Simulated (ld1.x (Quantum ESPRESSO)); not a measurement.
## O (Z = 8): PAW pseudisation with LDA (PZ), scalar-relativistic reference atom.

- Element: oxygen (O)
- Generator: ld1.x (Quantum ESPRESSO) 7.5
- Type: PAW
- Functional: LDA (PZ)
- Relativity: scalar-relativistic
- Frozen core: [He]
- Valence charge: 6
- Reference configuration: 2s2 2p4
- Partial waves: 2s (bound): rcut 0.90, rcutus 0.95 bohr; 2s channel at 0.3 Ry: rcut 0.90, rcutus 0.95 bohr; 2p (bound): rcut 1.85, rcutus 2.05 bohr; 2p channel at 2.65 Ry: rcut 1.85, rcutus 2.05 bohr; 3d channel at 0.3 Ry: rcut 2.10, rcutus 2.40 bohr; 3d channel at 2.85 Ry: rcut 2.10, rcutus 2.40 bohr
- Local potential: all-electron potential smoothed inside 2.40 bohr (lloc = -2)
- Core correction: a·sin(br)/r model core inside 0.55 bohr
- Augmentation charge: PSQ, inside the norm-conserving radii

- Cutoffs needed: 18 Ry and 30 Ry (the cutoffs (Ry, on a coarse ladder) from which the occupation-weighted sum of valence levels, in a spherical-Bessel basis at the reference potential, stays within 10 and 1 mRy of its value at 400 Ry)
- Ghost test: no extra level below or beside the all-electron valence levels (s, p, d, f tested) (spherical-Bessel basis up to 400 Ry, 20 bohr box)
- Largest excitation error: -41 meV (all-electron minus pseudo) for 2s2 2p1, out of 7 test configurations
- Lowest eigenvalue of the overlap operator: 0.82 (s channel)
- Density cutoff estimated by the generator: 297 Ry
